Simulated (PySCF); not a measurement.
Species: Cu(AsH3)Cl (singlet state).
SMILES: `[Cl][Cu]<-[AsH3]`

The closed-shell ground state was solved at several levels (PySCF, density fitting, gas phase). Isolated species at its PBE0-D3(BJ)/def2-SVP geometry, gas phase. The calculation is non-relativistic and has no spin–orbit coupling, an omission that weighs most on arsenic.

```tsv
level	basis functions	total energy (Eh)	HOMO (eV)	LUMO (eV)	gap (eV)	dipole (D)
PBE/pcSseg-1 (pcSseg-2 on Cu)	153	-4337.5007	-5.60	-1.59	4.01	7.40
B3LYP/pcSseg-1 (pcSseg-2 on Cu)	153	-4338.3762	-6.67	-1.00	5.67	7.85
PBE0/pcSseg-1 (pcSseg-2 on Cu)	153	-4337.5816	-6.94	-0.80	6.14	8.08
```

(1) Estimate the row for B3LYP/def2-SVPD, a basis of 123 functions; the other rows only guide the guess.

(2) Over all these levels, which gives the widest orbital gap and which the narrowest?

(3) In the pcSseg-1 (pcSseg-2 on Cu) basis, how does the gap go with the fixed share of exact exchange?

(4) How far do the dipole and the HOMO energy spread over the levels?

Answers

(1) Total energy -4337.9296 Eh, HOMO -6.88 eV, LUMO -1.34 eV, gap 5.54 eV, dipole 7.93 D.

(2) PBE0/pcSseg-1 (pcSseg-2 on Cu) (global hybrid, 25 % exact exchange) has the widest, 6.14 eV, and PBE/pcSseg-1 (pcSseg-2 on Cu) (GGA) the narrowest, 4.01 eV. The two share the basis. From the narrowest to the widest the HOMO moves by -1.34 eV and the LUMO by +0.79 eV.

(3) PBE (0 %) 4.01 eV; B3LYP (20 %) 5.67 eV; PBE0 (25 %) 6.14 eV. Each rise in the share widens the gap here.

(4) The dipole runs from 7.40 to 8.08 D (mean 7.81 D) and the HOMO from -6.94 to -5.60 eV.
